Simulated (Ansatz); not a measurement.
Reaction: HSeF (selenohypofluorous acid, SMILES F[SeH]) → SeF (SMILES F[Se], doublet) + H (doublet) (the H-Se bond breaks)
Each species at its own B3LYP-D3(BJ)/def2-TZVP minimum (Ansatz, a program for electronic structure).

Total energies in hartree (Ansatz). Open shells are spin-unrestricted; no spin-orbit coupling. Cores are frozen in correlated methods (noble-gas shells, and filled d and f shells in the p block). No relativity. For partners of very few electrons the exact lower level stands in for a higher one.

```csv
species,HF/cc-pVTZ,CCSD(T)/cc-pVTZ,HF/cc-pVQZ,CCSD(T)/cc-pVQZ,CCSDT(Q)/cc-pVTZ
1: HSeF (SMILES F[SeH]),-2499.91167,-2500.35448,-2499.92617,-2500.40724,-2500.35580
"2: SeF (SMILES F[Se], doublet)",-2499.32342,-2499.73078,-2499.33765,-2499.78112,-2499.73221
3: H (doublet),-0.49981,-0.49981,-0.49995,-0.49995,-0.49981
```

Task: Work out the bond dissociation energy (electronic) in kcal/mol: take Hartree-Fock from cc-pVQZ, extrapolate the CCSD(T) correlation energy as X^-3 (X = 3, 4), and add CCSDT(Q) - CCSD(T) in cc-pVTZ. 1 hartree = 627.51 kcal/mol.

Result: 
Species 1: correlation (64·(-0.48107) - 27·(-0.44281))/37 = -0.50899; step -0.00132; E1 = -2499.92617 + (-0.50899) + (-0.00132) = -2500.43648
Species 2: correlation (64·(-0.44347) - 27·(-0.40736))/37 = -0.46982; step -0.00143; E2 = -2499.33765 + (-0.46982) + (-0.00143) = -2499.80890
Species 3: correlation (64·(0.00000) - 27·(0.00000))/37 = 0.00000; step +0.00000; E3 = -0.49995 + (0.00000) + (+0.00000) = -0.49995
-1·E1 +1·E2 +1·E3 = 0.12763 hartree = 80.1 kcal/mol.
